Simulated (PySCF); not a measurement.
C2H12Si3.
SMILES: `[SiH3]C[SiH2]C[SiH3]`

Theory: PySCF 2.14.0, density-fitted response routines, TDDFT B3LYP/def2-SVPD, vertical, gas phase, core orbitals frozen in the response. The structure is a single GFN2-xTB conformer in the gas phase; no vibrational or solvent corrections. Torsions of this conformer, `[SiH3:1][CH2:2][SiH2:3][CH2:4][SiH3:5]`: Si1–C2–Si3–C4 -177°, C2–Si3–C4–Si5 51°.

Orbital energies (eV): HOMO-3 -9.18, HOMO-2 -8.96, HOMO-1 -8.47, HOMO -8.19, LUMO -0.03, LUMO+1 0.11, LUMO+2 0.69.

Computed singlets:

```
state  E (eV)       f
   S1    7.29   0.041
   S2    7.47   0.045
   S3    7.60   0.029
   S4    7.70   0.061
   S5    8.04  0.0049
   S6    8.07   0.017
   S7    8.16   0.023
   S8    8.18   0.109
```

**Question.** Which orbital pair leads each of S1, S2, S3, S4, S6 and S7, and how does its energy difference Δε compare with the excitation energy?

**Answer.** 

```
state  leading configuration  weight  Δε (eV)  E (eV)  E − Δε (eV)      f  other configurations
   S1              HOMO→LUMO    0.97     8.16    7.29        -0.87  0.041                     –
   S2            HOMO→LUMO+1    0.93     8.30    7.47        -0.83  0.045                     –
   S3            HOMO-1→LUMO    0.92     8.44    7.60        -0.84  0.029                     –
   S4          HOMO-1→LUMO+1    0.93     8.58    7.70        -0.88  0.061                     –
   S6            HOMO-2→LUMO    0.63     8.93    8.07        -0.86  0.017           H→L+2 (22%)
   S7          HOMO-2→LUMO+1    0.62     9.07    8.16        -0.91  0.023           H→L+3 (15%)
```

E − Δε runs from -0.91 to -0.83 eV. Among themselves, these states come in the order of their orbital differences.

H and L stand for HOMO and LUMO. The other states: S5 8.04 eV, f 0.0049, H→L+2 (50%), H-2→L (28%), H→L+4 (12%); S8 8.18 eV, f 0.109, H→L+3 (59%), H-2→L+1 (22%).

**Question.** Pair triplets and singlets of the same leading configuration (75% or more in both) and give the splittings.

**Answer.** 

```
configuration  triplet  E(T) (eV)  singlet  E(S) (eV)  E(S) − E(T) (eV)
    HOMO→LUMO       T1       7.06       S1       7.29             +0.22
  HOMO→LUMO+1       T2       7.11       S2       7.47             +0.35
```

The 3 triplets are Tamm–Dancoff values, the singlets full response.

Summed over the main configurations (up to three a state, each over 8%) of all 8 singlets, the electron leaves HOMO with weight 3.48, HOMO-1 with weight 1.85 and HOMO-2 with weight 1.74.
